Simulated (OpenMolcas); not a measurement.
# Nb4+ in a point-charge field

Nb4+ among 5 point charges of -2 e arranged as a trigonal bipyramid (D3h), 2.18 Å from the ion, with the axial distance 2.442 Å.

- Program: OpenMolcas 26.06
- Method: SS-CASPT2, IPEA 0.25 Eh, imaginary shift 0.1 Eh (closed shells correlated: 4s 4p)
- Basis: ANO-RCC-VDZP [6s5p3d1f]
- Scalar Hamiltonian: DKH2, point nucleus
- Active space: 1 electron in 5 orbitals (4d)
- State averaging: 2S+1 = 2 even, 5 roots
- Spin-orbit coupling: RASSI with atomic mean-field integrals over the reference wave functions

The lowest spin-free states (labels of D3, the rotations of D3h), above the lowest:

```csv
State,Degeneracy,E (cm-1),Free-ion L (%)
2E,2,0,D (100)
2E,2,3000,D (100)
2A1,1,6030,D (100)
```

The lowest levels with spin-orbit coupling:

```tsv
E (cm-1)	Degeneracy	Label	2S+1	g
0	2	E1/2	2	0.03 0.63 0.63
600	2	E3/2	2	0.00 0.00 3.80
3010	2	E3/2	2	0.00 0.00 2.15
4190	2	E1/2	2	0.00 0.00 5.96
6640	2	E1/2	2	1.96 2.63 2.63
```

Electric-dipole absorption from the lowest level at this geometry, strongest bands:

```tsv
E (cm-1)	λ (nm)	Label	f
600	16600	E3/2	1.69e-06
4190	2390	E1/2	1.10e-05
```

Powder χT (cm3 K/mol): 0.0253 at 2 K, 0.0281 at 10 K, 0.0421 at 50 K, 0.0598 at 100 K, 0.0995 at 200 K, 0.147 at 300 K. The effective moment at 300 K is 2.828 √(χT) = 1.08 μB.

The lowest level has 2S+1 = 2, for which the spin-only value is χT = S(S+1) / 2 = 0.375 cm3 K/mol (g = 2). The computed 0.147 at 300 K differs by -0.228, through orbital momentum, spin-orbit coupling and any other state in reach.

Roots that are degenerate in the reference are averaged as groups; the widest CASPT2 spread within a group is 130 cm-1 (the 2-fold group of multiplicity 2 near 3000 cm-1 above the lowest state of its run). Shifts and gaps below about the spread of the groups concerned are not significant. An orbital doublet at a regular site is open to a Jahn-Teller distortion, which this geometry leaves out. Free-ion shares, where given, are those of the reference states; single-state CASPT2 does not remix them. This is an electrostatic model: the charges have no orbitals. No measured value stands beside these numbers.
